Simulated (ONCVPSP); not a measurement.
**LDA (Perdew-Zunger) ONCV dataset for cerium (Ce), scalar-relativistic all-electron reference.**

ONCVPSP 4.0.1 input, shortened (lines: element, Z, core and valence counts, functional; n l f; lmax; l rc ep ncon nbas qcut; lloc lpopt rc5 dvloc0; l nproj debl; icmod fcfact rcfact), LDA (Perdew-Zunger), scalar-relativistic:

```
  Ce 58.00    9    4        3      upf
    1    0    2.00
    2    0    2.00
    2    1    6.00
    3    0    2.00
    3    1    6.00
    3    2   10.00
    4    0    2.00
    4    1    6.00
    4    2   10.00
    4    3    2.00
    5    0    2.00
    5    1    6.00
    6    0    2.00
    3
    0    2.90    0.00    3    6    5.30
    1    1.90    0.00    3    8    4.80
    2    2.95    0.09    5    8    3.00
    3    1.05    0.00    4    9   17.10
    4    5    0.95    0.00
    0    3    1.30
    1    2    1.90
    2    3    2.20
    3    2    2.10
    3    6.00    1.40
```

In the d channel the program set the typed energies aside and used 0.050, 2.250, 4.450 Ha.

All-electron outer shells of the reference configuration (LDA (Perdew-Zunger), scalar-relativistic, ld1.x):

```csv
shell,level (eV),outermost node (bohr),outermost maximum (bohr)
5s,-37.63,0.76,1.39
5p,-20.86,0.81,1.57
6s,-3.55,1.85,3.87
4f,-0.80,–,0.72
```

Does the potential have ghost states?

Ghosts flagged at negative energy: s at -191.3 eV, p at -18.9 eV (a further GHOST(-) flag falls on a real empty level of the atom); GHOST(+) flagged for d at 225.9 eV. A true bound ghost makes a file unfit for plane-wave use.

Tests left out (the all-electron energies of this program are off by 10 to 40 meV for near-neutral 4f atoms).
